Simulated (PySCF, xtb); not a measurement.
C3H7NSi, SMILES N#CCC[SiH3].

GFN2-xTB (xtb 6.7.1) at its own geometry gives an orbital gap of 5.55 eV and a dipole moment of 3.65 D.

Coordinates come from a TPSSh-D3(BJ)/def2-SVP optimisation. One conformer was computed; it need not be the lowest.

What does PBE/def2-TZVP (PySCF) give? (Estimate from the structure and the level; the computed values follow.)

gap 6.91 eV (levels -7.74 and -0.83 eV), dipole 4.00 D.
